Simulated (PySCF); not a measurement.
C$_{3}$H$_{10}$AlN (SMILES CC(C)[NH][AlH2]), singlet, geometry from GFN2-xTB (such geometries of metal compounds can be far from the true shape); CASSCF(10,9)/6-31G run with PySCF.

PySCF was given this input:
```python
from pyscf import gto, scf, mcscf
import numpy

mol = gto.Mole()
mol.atom = '''
    Al   -0.09681746   -0.43121133    1.75992931
    H    -1.50375094   -0.12142647    2.31877923
    H     0.66890562   -1.62864685    2.36090676
    N     0.63132054    0.54770207    0.45933165
    C     0.41854766    0.22215237   -0.94976188
    C    -0.20803677   -1.16200249   -1.00011203
    C    -0.48340205    1.25391309   -1.62975272
    H     1.14710897    1.41876269    0.53374443
    H     1.38405806    0.20017123   -1.47799474
    H    -0.42362626   -1.47563721   -2.01835630
    H     0.46162039   -1.88391218   -0.53130248
    H    -1.13972847   -1.14552039   -0.42543320
    H    -0.63899953    0.99590200   -2.67475121
    H    -1.44506565    1.28427882   -1.12177680
    H    -0.03379193    2.24348353   -1.58045830
'''
mol.basis = '6-31g'
mol.verbose = 4
mol.build()

mf = scf.RHF(mol)
mf.kernel()
mc = mcscf.CASSCF(mf, 9, 10)
mc.fix_spin_(ss=0.0)
mc.kernel()
occ = numpy.linalg.eigvalsh(mc.fcisolver.make_rdm1(mc.ci, mc.ncas, mc.nelecas))[::-1]
ss = mc.fcisolver.spin_square(mc.ci, mc.ncas, mc.nelecas)[0]
print('natural occupations', occ.round(4), ' <S^2>', round(ss, 4))
```

Question: What does PySCF print? Leave out banner, timings and long lists.

Answer: 
```
PySCF version 2.14.0

[INPUT] verbose = 4
[INPUT] num. atoms = 15
[INPUT] num. electrons = 48
[INPUT] charge = 0
[INPUT] spin (= nelec alpha-beta = 2S) = 0
[INPUT] symmetry False subgroup None
[INPUT] Mole.unit = angstrom
[INPUT] Symbol           X                Y                Z      unit          X                Y                Z       unit  Magmom
[...]
nuclear repulsion = 228.986101683469
number of shells = 47
number of NR pGTOs = 174
number of NR cGTOs = 69
basis = 6-31g
ecp = {}

******** <class 'pyscf.scf.hf.RHF'> ********
method = RHF
initial guess = minao
damping factor = 0
level_shift factor = 0
DIIS = <class 'pyscf.scf.diis.CDIIS'>
diis_start_cycle = 1
diis_space = 8
diis_damp = 0
SCF conv_tol = 1e-09
SCF conv_tol_grad = None
SCF max_cycles = 50
direct_scf = True
direct_scf_tol = 1e-13
Set gradient conv threshold to 3.16228e-05
Initial guess from minao.
init E= -416.307768014243
[...]
cycle= 1 E= -415.626057365797  delta_E= 0.682  |g|= 0.377  |ddm|= 3.15
[...]
cycle= 2 E= -415.671373329051  delta_E= -0.0453  |g|= 0.152  |ddm|= 0.49
[...]
cycle= 3 E= -415.677163099776  delta_E= -0.00579  |g|= 0.0517  |ddm|= 0.197
[...]
cycle= 4 E= -415.677966169263  delta_E= -0.000803  |g|= 0.00565  |ddm|= 0.0674
[...]
cycle= 5 E= -415.677978680359  delta_E= -1.25e-05  |g|= 0.00193  |ddm|= 0.0116
[...]
cycle= 6 E= -415.677980185872  delta_E= -1.51e-06  |g|= 0.000261  |ddm|= 0.00481
[...]
cycle= 7 E= -415.677980246307  delta_E= -6.04e-08  |g|= 7.53e-05  |ddm|= 0.00109
[...]
cycle= 8 E= -415.677980251026  delta_E= -4.72e-09  |g|= 2.54e-05  |ddm|= 0.000261
[...]
cycle= 9 E= -415.677980251509  delta_E= -4.83e-10  |g|= 6.45e-06  |ddm|= 8.26e-05
[...]
Extra cycle  E= -415.677980251548  delta_E= -3.97e-11  |g|= 3.13e-06  |ddm|= 1.89e-05
converged SCF energy = -415.677980251548

******** <class 'pyscf.mcscf.mc1step.CASSCF'> ********
CAS (5e+5e, 9o), ncore = 19, nvir = 41
max_cycle_macro = 50
max_cycle_micro = 4
conv_tol = 1e-07
conv_tol_grad = None
orbital rotation max_stepsize = 0.02
orbital rotation threshold for CI restart = 0.01
augmented hessian ah_max_cycle = 30
augmented hessian ah_conv_tol = 1e-12
augmented hessian ah_linear dependence = 1e-14
augmented hessian ah_level shift = 1e-08
augmented hessian ah_start_tol = 2.5
augmented hessian ah_start_cycle = 3
augmented hessian ah_grad_trust_region = 3
kf_trust_region = 3
kf_interval = 4
ci_response_space = 4
ci_grad_trust_region = 3
with_dep4 0
natorb = False
canonicalization = True
sorting_mo_energy = False
ao2mo_level = 2
internal_rotation = False
******** <class 'pyscf.fci.addons.SpinPenaltyFCISolver'> ********
max. cycles = 50
conv_tol = 1e-08
davidson only = True
linear dependence = 1e-12
level shift = 0.001
max iter space = 12
nroots = 1
pspace_size = 400
spin = None
CASCI E = -415.679767923569  S^2 = 0.0000000
Set conv_tol_grad to 0.000316228
macro iter   1 ( 21 JK    4 micro), CASSCF E = -415.695410776359  dE = -1.56428528e-02  S^2 = 0.0000000
               |grad[o]|=0.00529  |grad[c]|=0.0236  |ddm|=0.0298  |maxRot[o]|=0.291
macro iter   2 ( 21 JK    4 micro), CASSCF E = -415.710207248751  dE = -1.47964724e-02  S^2 = 0.0000000
               |grad[o]|=0.0206  |grad[c]|=0.038  |ddm|=0.092  |maxRot[o]|=0.218
macro iter   3 ( 21 JK    4 micro), CASSCF E = -415.724056191647  dE = -1.38489429e-02  S^2 = 0.0000000
               |grad[o]|=0.0252  |grad[c]|=0.0196  |ddm|=0.0615  |maxRot[o]|=0.202
macro iter   4 ( 21 JK    4 micro), CASSCF E = -415.732881925511  dE = -8.82573386e-03  S^2 = 0.0000000
               |grad[o]|=0.0261  |grad[c]|=0.0292  |ddm|=0.0153  |maxRot[o]|=0.142
macro iter   5 ( 21 JK    4 micro), CASSCF E = -415.736035521502  dE = -3.15359599e-03  S^2 = 0.0000000
               |grad[o]|=0.0188  |grad[c]|=0.0167  |ddm|=0.00665  |maxRot[o]|=0.0775
macro iter   6 ( 21 JK    4 micro), CASSCF E = -415.737636165464  dE = -1.60064396e-03  S^2 = 0.0000000
               |grad[o]|=0.0134  |grad[c]|=0.0164  |ddm|=0.006  |maxRot[o]|=0.059
[...]
               |grad[o]|=0.00285  |grad[c]|=0.0083  |ddm|=0.0068  |maxRot[o]|=0.0698
macro iter  33 (  7 JK    2 micro), CASSCF E = -415.746243318168  dE = -3.24925400e-04  S^2 = 0.0000000
               |grad[o]|=0.00346  |grad[c]|=0.0111  |ddm|=0.00634  |maxRot[o]|=0.0698
macro iter  34 (  7 JK    2 micro), CASSCF E = -415.746806929922  dE = -5.63611755e-04  S^2 = 0.0000000
               |grad[o]|=0.00439  |grad[c]|=0.0145  |ddm|=0.00616  |maxRot[o]|=0.0698
macro iter  35 (  7 JK    2 micro), CASSCF E = -415.747969144716  dE = -1.16221479e-03  S^2 = 0.0000000
               |grad[o]|=0.00576  |grad[c]|=0.0184  |ddm|=0.00713  |maxRot[o]|=0.0697
macro iter  36 ( 21 JK    4 micro), CASSCF E = -415.759619119594  dE = -1.16499749e-02  S^2 = 0.0000000
               |grad[o]|=0.00802  |grad[c]|=0.0513  |ddm|=0.0222  |maxRot[o]|=0.276
macro iter  37 ( 18 JK    4 micro), CASSCF E = -415.763214771040  dE = -3.59565145e-03  S^2 = 0.0000000
               |grad[o]|=0.0129  |grad[c]|=0.027  |ddm|=0.0178  |maxRot[o]|=0.167
macro iter  38 ( 16 JK    4 micro), CASSCF E = -415.763552574961  dE = -3.37803921e-04  S^2 = 0.0000000
               |grad[o]|=0.00664  |grad[c]|=0.0237  |ddm|=0.00662  |maxRot[o]|=0.109
macro iter  39 (  7 JK    2 micro), CASSCF E = -415.763836020977  dE = -2.83446016e-04  S^2 = 0.0000000
               |grad[o]|=0.00434  |grad[c]|=0.00569  |ddm|=0.00272  |maxRot[o]|=0.0592
macro iter  40 (  7 JK    2 micro), CASSCF E = -415.763867398708  dE = -3.13777315e-05  S^2 = 0.0000000
               |grad[o]|=0.00105  |grad[c]|=0.00572  |ddm|=0.00109  |maxRot[o]|=0.0645
macro iter  41 (  7 JK    2 micro), CASSCF E = -415.763893930563  dE = -2.65318544e-05  S^2 = 0.0000000
               |grad[o]|=0.00113  |grad[c]|=0.00538  |ddm|=0.000756  |maxRot[o]|=0.0451
macro iter  42 (  7 JK    2 micro), CASSCF E = -415.763929495675  dE = -3.55651121e-05  S^2 = 0.0000000
               |grad[o]|=0.000625  |grad[c]|=0.00327  |ddm|=0.000757  |maxRot[o]|=0.0698
macro iter  43 (  7 JK    2 micro), CASSCF E = -415.763975455733  dE = -4.59600587e-05  S^2 = 0.0000000
               |grad[o]|=0.000775  |grad[c]|=0.000989  |ddm|=0.000938  |maxRot[o]|=0.0698
macro iter  44 (  7 JK    2 micro), CASSCF E = -415.764042608615  dE = -6.71528813e-05  S^2 = 0.0000000
               |grad[o]|=0.000756  |grad[c]|=0.00469  |ddm|=0.00138  |maxRot[o]|=0.0698
macro iter  45 (  7 JK    2 micro), CASSCF E = -415.764137603235  dE = -9.49946200e-05  S^2 = 0.0000000
               |grad[o]|=0.000882  |grad[c]|=0.00913  |ddm|=0.00185  |maxRot[o]|=0.0698
macro iter  46 (  7 JK    2 micro), CASSCF E = -415.764257325140  dE = -1.19721905e-04  S^2 = 0.0000000
               |grad[o]|=0.000985  |grad[c]|=0.012  |ddm|=0.00219  |maxRot[o]|=0.0697
macro iter  47 (  7 JK    2 micro), CASSCF E = -415.764389494364  dE = -1.32169224e-04  S^2 = 0.0000000
               |grad[o]|=0.00103  |grad[c]|=0.0114  |ddm|=0.00232  |maxRot[o]|=0.0697
macro iter  48 (  7 JK    2 micro), CASSCF E = -415.764512775411  dE = -1.23281047e-04  S^2 = 0.0000000
               |grad[o]|=0.00107  |grad[c]|=0.00669  |ddm|=0.00215  |maxRot[o]|=0.0697
macro iter  49 (  7 JK    2 micro), CASSCF E = -415.764607023161  dE = -9.42477496e-05  S^2 = 0.0000000
               |grad[o]|=0.00117  |grad[c]|=0.00131  |ddm|=0.00179  |maxRot[o]|=0.0697
macro iter  50 (  7 JK    2 micro), CASSCF E = -415.764656944259  dE = -4.99210978e-05  S^2 = 0.0000000
               |grad[o]|=0.00124  |grad[c]|=0.00683  |ddm|=0.00118  |maxRot[o]|=0.0627
1-step CASSCF not converged,  50 macro (548 JK 131 micro) steps
CASSCF canonicalization
Density matrix diagonal elements [1.98777962 1.97921282 1.98103593 1.98645527 1.98075189 0.02182962
 0.01614906 0.02469285 0.02209295]
CASSCF energy = -415.764656944259
CASCI E = -415.764656944259  E(CI) = -24.9120252673091  S^2 = 0.0000000
natural occupations [1.9995 1.9833 1.9804 1.9783 1.9752 0.0271 0.0218 0.0203 0.0141]  <S^2> 0.0
```

The run did not converge; its last values are not results.
